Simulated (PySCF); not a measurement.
Mg: excitation energy

Mg [Ne] 3s2 (1S) → Mg [Ne] 3s1 3p1 (3P), as a difference of total energies. All numbers are calculated (PySCF 2.14, no relativity, point nucleus, in aug-cc-pVQZ with one added diffuse shell each of s, p, d, f, g type (8s7p5d4f3g, 109 functions)). Correlated levels: valence: [Ne] frozen. The calculations carry no spin-orbit coupling.

```
           method  excitation energy (eV)
              UHF                   1.791
              LDA                   2.756
              PBE                   2.611
             PBE0                   2.520
           r2SCAN                   2.374
           PBEsol                   2.576
            wB97X                   2.689
             BP86                   2.642
    MP2 (valence)                   2.390
SCS-MP2 (valence)                   2.567
```

How much does correlation contribute at MP2 (valence)?

2.390 − (1.791) = 0.599 eV, measured against UHF.

Errors of the correlated levels include the incompleteness of this basis and the frozen core.

For comparison: 2.714 eV (measured; NIST levels, between the centres of gravity of the two terms).
